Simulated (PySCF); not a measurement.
C₃H₁₀InN, SMILES [NH](C)[In]([CH3])[CH3]. Coordinates come from a PBE-D3(BJ)/def2-SVP optimisation. The def2 effective core potentials stand for the cores of In; spin–orbit coupling is left out. One conformer was computed; it need not be the lowest.

**Question.** Give the equilibrium geometry at PBE-D3(BJ)/def2-SVP (PySCF confirms it by a frequency run) as a Z-matrix. (The exact figures need the calculation; the answer reports its results.)

**Answer.** One answer among several that fit: 
```
In
N 1 2.0604
H 2 1.0242 1 118.41
C 2 1.4453 3 112.67 1 -179.99
H 4 1.1108 2 110.32 3 -179.96
H 4 1.1182 5 106.26 2 -123.48
H 4 1.1183 5 106.26 6 -113.04
C 1 2.1778 2 113.43 3 -179.97
H 8 1.1068 1 109.99 2 -0.50
H 8 1.1074 9 109.10 5 121.54
H 8 1.1075 9 109.08 10 118.28
C 1 2.1781 2 112.86 3 0.02
H 12 1.1068 1 109.94 2 -0.03
H 12 1.1075 13 109.09 1 120.91
H 12 1.1075 13 109.09 14 118.20
```
Charge 0, spin multiplicity 1.
